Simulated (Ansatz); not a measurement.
Harmonic frequencies (cm⁻¹) at PBE0-D4/def2-TZVP from Ansatz: 71, 169, 235, 287, 350, 395, 439, 491, 538, 577, 594, 694, 717, 745, 754, 826, 886, 932, 945, 1376, 1895, 1901, 2220, 2246, 2436, 3077, 3144.

Each molecule was computed in one conformer, which needn't be the lowest.

Q: Which molecule is it?
A. `C[SiH]1[CH2][Al]1[SH]`
B. `[AlH2][CH2][SiH2][SeH]`
C. `[CH3][AlH][SiH2][SeH]`
D. `OC(S)O[SiH3]`

A: B.
